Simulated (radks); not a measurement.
Trend from Lu2+ to Hg2+: ionisation energy by Delta-SCF between NIST ground configurations, and size. All-electron calculation, scalar-relativistic Kohn-Sham, PBE, spin-polarised, spherical densities, point nucleus; open shells are filled with parallel spins first (spin-orbit coupling, left out, can overturn this in heavy ions). Program: a radial shooting solver on a logarithmic mesh with Libxc functionals.

species	configuration	configuration of the ion	IE (eV)	NIST (eV)	kind	-e(HOMO) (eV)	outermost	<r> outermost (bohr)	r at 0.001 e/bohr^3 (bohr)
Lu2+	[Xe] 4f14 6s1	[Xe] 4f14	21.298	20.959	exp.	18.007 (6s)	6s	3.05	4.04
Hf2+	[Xe] 4f14 5d2	[Xe] 4f14 5d1	22.320	22.55	theory	17.332 (5d)	5d	2.10	3.70
Ta2+	[Xe] 4f14 5d3	[Xe] 4f14 5d2	24.415	23	theory	19.180 (5d)	5d	1.97	3.73
W2+	[Xe] 4f14 5d4	[Xe] 4f14 5d3	26.437	26.0	semi-emp.	20.959 (5d)	5d	1.86	3.71
Re2+	[Xe] 4f14 5d5	[Xe] 4f14 5d4	28.400	27	theory	22.684 (5d)	5d	1.77	3.67
Os2+	[Xe] 4f14 5d6	[Xe] 4f14 5d5	26.784	25	theory	21.220 (5d)	5d	1.72	3.65
Ir2+	[Xe] 4f14 5d7	[Xe] 4f14 5d6	29.052	28	theory	23.220 (5d)	5d	1.63	3.61
Pt2+	[Xe] 4f14 5d8	[Xe] 4f14 5d7	31.222	29	theory	25.136 (5d)	5d	1.56	3.56
Au2+	[Xe] 4f14 5d9	[Xe] 4f14 5d8	33.314	30	theory	26.984 (5d)	5d	1.50	3.51
Hg2+	[Xe] 4f14 5d10	[Xe] 4f14 5d9	35.346	34.49	exp.	28.782 (5d)	5d	1.44	3.45

Reference values: NIST Atomic Spectra Database (exp. = measured, semi-emp. = semi-empirical, theory = theoretical value adopted there). Open shells are spherical and high-spin; term and fine-structure splittings are not resolved. Spin-orbit splitting is averaged out at the scalar-relativistic level.
